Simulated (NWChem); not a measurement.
The numbers come from NWChem runs, not from measurements. System: C$_{2}$H$_{5}$ClInN, charge 0, spin multiplicity 1, at a geometry optimised with PBE0/def2-SVP with def2 effective core potentials on In. The structure started from a generated list of species. Level: G0W0@PBE0/def2-SVP with def2 effective core potentials on In, RI basis def2-svp-rifit, no spin-orbit coupling.

Input file:

```
start mol
memory heap 200 mb stack 700 mb global 1700 mb
geometry units angstroms nocenter noautoz
  In    -0.881494    -0.633945     0.000000
  H     -1.219020    -1.200639     1.583653
  H     -1.219020    -1.200639    -1.583653
  Cl    -0.498260     1.761516     0.000000
  C      3.195979     1.070506     0.000000
  C      2.316986    -0.075037     0.000000
  N      1.546189    -0.937477     0.000000
  H      2.544697     1.960247     0.000000
  H      3.827915     1.074040    -0.898901
  H      3.827915     1.074040     0.898901
  symmetry group Cs
end
basis spherical
  * library def2-svp
end
ecp
  In library def2-ecp
end
basis "ri basis" bse spherical
  * library def2-svp-rifit
end
dft
  xc pbe0
  iterations 100
  direct
  tolerances tight
end
task dft energy
gw
  states alpha occ 4 vir 2
end
task dft gw
```

Part of the output:

```
             Northwest Computational Chemistry Package (NWChem) 7.3.0
             --------------------------------------------------------

                                NWChem Input Module
                                -------------------

 Scaling coordinates for geometry "geometry" by  1.889725989
 (inverse scale =  0.529177249)

 Turning off AUTOSYM since
 SYMMETRY directive was detected!

                             Geometry "geometry" -> ""
                             -------------------------

 Output coordinates in angstroms (scale by  1.889725989 to convert to a.u.)

  No.       Tag          Charge          X              Y              Z
 ---- ---------------- ---------- -------------- -------------- --------------
    1 In                  49.0000    -0.88149400    -0.63394500     0.00000000
    2 H                    1.0000    -1.21902000    -1.20063900     1.58365300
    3 H                    1.0000    -1.21902000    -1.20063900    -1.58365300
    4 Cl                  17.0000    -0.49826000     1.76151600     0.00000000
    5 C                    6.0000     3.19597900     1.07050600     0.00000000
    6 C                    6.0000     2.31698600    -0.07503700     0.00000000
    7 N                    7.0000     1.54618900    -0.93747700     0.00000000
    8 H                    1.0000     2.54469700     1.96024700     0.00000000
    9 H                    1.0000     3.82791500     1.07404000    -0.89890100
   10 H                    1.0000     3.82791500     1.07404000     0.89890100

 Effective nuclear repulsion energy (a.u.)     511.1594092138

            Nuclear Dipole moment (a.u.)
            ----------------------------
        X                 Y               Z
 ---------------- ---------------- ----------------
    -0.0000491329    -0.0000170075     0.0000000000

      Symmetry information
      --------------------

 Group name             Cs
 Group number              2
 Group order               2
 No. of unique centers     8

      Symmetry unique atoms

     1    2    4    5    6    7    8    9


 Summary of "ao basis" -> "" (spherical)
 ------------------------------------------------------------------------------
       Tag                 Description            Shells   Functions and Types
 ---------------- ------------------------------  ------  ---------------------
 *                          def2-svp                  on all atoms

 Summary of "ri basis" -> "" (spherical)
 ------------------------------------------------------------------------------
       Tag                 Description            Shells   Functions and Types
 ---------------- ------------------------------  ------  ---------------------
 *                       def2-svp-rifit               on all atoms

                                 NWChem DFT Module
                                 -----------------

 Summary of "ao basis" -> "ao basis" (spherical)
 ------------------------------------------------------------------------------
       Tag                 Description            Shells   Functions and Types
 ---------------- ------------------------------  ------  ---------------------
 In                         def2-svp                10       26   4s4p2d
 H                          def2-svp                 3        5   2s1p
 Cl                         def2-svp                 8       18   4s3p1d
 C                          def2-svp                 6       14   3s2p1d
 N                          def2-svp                 6       14   3s2p1d
[...]
    33      0.195137   3 H  s                27     -0.178327   2 H  s
    32      0.178327   3 H  s                13     -0.143535   1 In pz
    18     -0.122453   1 In d -1             16      0.056287   1 In pz

 Vector   32  Occ=0.000000D+00  E=-3.383539D-02  Symmetry=a'
              MO Center=  1.2D+00, -3.2D-01,  2.7D-14, r^2= 5.0D+00
   Bfn.  Coefficient  Atom+Function         Bfn.  Coefficient  Atom+Function
  ----- ------------  ---------------      ----- ------------  ---------------
    75      0.516805   6 C  px               11      0.355471   1 In px
     3      0.330440   1 In s                98      0.328026   8 H  s
    90      0.319232   7 N  py               72      0.312569   6 C  px
    14      0.304158   1 In px               57     -0.301528   5 C  s
    73     -0.286922   6 C  py               87     -0.221143   7 N  py

 Vector   33  Occ=0.000000D+00  E=-5.690610D-03  Symmetry=a"
              MO Center=  2.3D+00, -1.5D-01, -2.0D-15, r^2= 2.7D+00
   Bfn.  Coefficient  Atom+Function         Bfn.  Coefficient  Atom+Function
  ----- ------------  ---------------      ----- ------------  ---------------
    77      0.545108   6 C  pz               91     -0.514358   7 N  pz
    74      0.475576   6 C  pz              103      0.464866   9 H  s
   108     -0.464866  10 H  s                88      0.406799   7 N  pz
    63      0.262288   5 C  pz              102      0.182738   9 H  s
   107     -0.182738  10 H  s                16     -0.133161   1 In pz

 Vector   34  Occ=0.000000D+00  E= 2.850199D-03  Symmetry=a'
              MO Center= -1.3D+00, -3.4D-01, -8.5D-14, r^2= 5.5D+00
   Bfn.  Coefficient  Atom+Function         Bfn.  Coefficient  Atom+Function
  ----- ------------  ---------------      ----- ------------  ---------------
    14      0.552249   1 In px               15     -0.429221   1 In py
     4     -0.394749   1 In s                 3     -0.379204   1 In s
    28      0.306470   2 H  s                33      0.306470   3 H  s
    98     -0.288165   8 H  s                11      0.267189   1 In px
    40      0.253350   4 Cl s                48     -0.245870   4 Cl py

 center of mass
 --------------
 x =  -0.22608961 y =  -0.10487413 z =   0.00000000

 moments of inertia (a.u.)
 ------------------
         699.942366800296        -239.882342509607           0.000000000000
        -239.882342509607        1290.633633416150           0.000000000000
           0.000000000000           0.000000000000        1942.839049897566

     Multipole analysis of the density
     ---------------------------------

     L   x y z        total         alpha         beta         nuclear
     -   - - -        -----         -----         ----         -------
     0   0 0 0      0.000000    -31.000000    -31.000000     62.000000

     1   1 0 0      1.821116    -22.410367    -22.410367     46.641850
     1   0 1 0     -0.113479    -16.828484    -16.828484     33.543489
     1   0 0 1     -0.000000     -0.000000     -0.000000      0.000000

     2   2 0 0    -28.057627   -316.716945   -316.716945    605.376263
     2   1 1 0      5.636003    -36.982643    -36.982643     79.601290
     2   1 0 1     -0.000000     -0.000000     -0.000000      0.000000
     2   0 2 0    -44.307329   -170.860017   -170.860017    297.412706
     2   0 1 1     -0.000000     -0.000000     -0.000000      0.000000
     2   0 0 2    -42.464681    -33.073918    -33.073918     23.683154

 Task  times  cpu:       22.7s     wall:       22.7s

                                NWChem Input Module
                                -------------------

                                 NWChem GW Module
                                 ----------------

                             ***********************
                             ***        GW       ***
                             ***********************

 Summary of "ri basis" -> "ri basis" (spherical)
 ------------------------------------------------------------------------------
       Tag                 Description            Shells   Functions and Types
 ---------------- ------------------------------  ------  ---------------------
 In                      def2-svp-rifit             30      114   9s8p7d4f2g
 H                       def2-svp-rifit              6       14   3s2p1d
 Cl                      def2-svp-rifit             20       62   8s5p5d2f
 C                       def2-svp-rifit             16       48   6s5p4d1f
 N                       def2-svp-rifit             16       48   6s5p4d1f

                 Memory Information
                 ------------------
          Available GA per process is          1699.9 MBs
          Available stack per process is        700.0 MBs
          Available heap per process is           0.0 MBs

          Peak memory in Initialization
              Peak GA per process is                 12.0 MBs
              Peak stack per process is               0.1 MBs
              Peak heap per process is               12.5 MBs
              Memory not in MA per process            0.0 MBs

          Peak memory in AFF Calculation
              Peak GA per process is                 65.0 MBs
              Peak stack per process is              46.9 MBs
              Peak heap per process is                0.0 MBs
              Memory not in MA per process           46.9 MBs

          Computing 2-center integrals
          Computing Inverse Cholesky factor
          Computing 3-center integrals
          Computing V_xc ...

          Computing Sigma_x
          Computing RPA polarizability
          Solving quasiparticle equations

                  Alpha Orbitals
          State     Energy (eV)     Error (eV)
          -----------------------------------
@GW        28        -10.388           0.004
@GW        29         -9.907           0.004
@GW        30         -9.381           0.004
@GW        31         -9.116           0.004
@GW        32          1.752           0.002
@GW        33          2.695           0.002

   Applying  -1.7440 eV scissor-shift to rest of particle states

   Applying   2.6731 eV scissor-shift to rest of hole states

     GW Timing Statistics
   ------------------------
   Init.   :          0.2s
     ERIs  :          2.6s
     Distr.:          0.0s
     Vxc   :          3.1s
   Sigma_x :          0.0s
   RPA     :          6.3s
   Wmn     :          0.1s
   Sigma_c :          0.1s
   GW total:         12.6s

 Task  times  cpu:       12.6s     wall:       12.6s

 Total times  cpu:       35.4s     wall:       35.4s
```
